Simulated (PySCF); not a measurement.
Ge(F)2(Br)(Me) (CH₃BrF₂Ge), SMILES [CH3][Ge]([F])([F])[Br]. Heavy atoms are numbered as in [CH3:1][Ge:2]([F:3])([F:4])[Br:5]. Hydrogens are named by the atom that carries them.

Geometry optimised at TPSSh-D3(BJ)/def2-SVP.

Method: PySCF with PBE/pcSseg-1.

GIAO shieldings, no solvent; atoms alike by connectivity are averaged. δ = σ(ref) − σ: ¹³C against TMS (σ = 182.0 ppm); ⁷³Ge against GeH4 (σ = 1614.4 ppm); ¹⁹F against CFCl3 (σ = 133.6 ppm); ¹H against TMS (σ = 31.49 ppm), references at their B3LYP-D3(BJ)/def2-TZVP geometries, non-relativistic (without spin–orbit terms, shifts of atoms bonded to Cl or Br come out too high).

Computed chemical shifts:
```
nucleus     atoms  count  δ (ppm)
-------  --------  -----  -------
¹³C      C1 (CH3)      1     12.7
⁷³Ge          Ge2      1    461.0
¹⁹F            F3      2   -125.6
¹H        H on C1      3     1.50
```
